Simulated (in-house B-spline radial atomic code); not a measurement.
Removing one electron from Bi37+

Closed shell [Kr] 4d10. Computed with a B-spline radial code for spherical atoms: Koopmans values of Dirac-Hartree-Fock plus a diagonal self-energy, in second order or with its direct term screened (direct RPA, with the hole-particle interaction, or full time-dependent Hartree-Fock), linearised in energy; no-pair Dirac-Coulomb Hamiltonian, finite nucleus. Shifts add to the Koopmans value (the ΔSCF shift is orbital relaxation alone); the final value takes TDHF screening with Breit and QED.

Command:
```bash
python run_mb.py task.json out
```
Settings (nuclear radius in fm, box in bohr, cutoff in hartree):
```
basis_form          2
Z                   83
core_configuration  [Kr] 4d10
rms_radius          5.5211
mass_number         209
speed_of_light      137.036
box_radius          3.106
lmax                7
intervals           57
virtual_cutoff      27556.0
```

Time taken, with all properties: 50 s on 1 thread of Intel(R) Xeon(R) Platinum 8488C, with other jobs on the host.

Energies in eV:

```json
{"subshell": "4d5/2", "Koopmans": "1785.78", "ΔSCF shift": "-1.640", "second order": "?", "direct RPA": "?", "hole-particle": "?", "TDHF": "?", "Breit + QED": "?", "final": "?"}
{"subshell": "4d3/2", "Koopmans": "1817.75", "ΔSCF shift": "-1.771", "second order": "-0.016", "direct RPA": "0.198", "hole-particle": "0.060", "TDHF": "0.061", "Breit + QED": "-1.390", "final": "1816.42"}
```

Q: What does the self-energy do to 4d5/2?

A: It shifts the removal energy by -0.002 eV in second order, 0.227 with direct RPA, 0.090 with the hole-particle term and 0.092 with TDHF screening (quasi-particle weight 0.993); Breit and QED add -0.905 eV. The final value is 1784.97 eV, against 1784 ± 4 eV (NIST, tabulated theory).
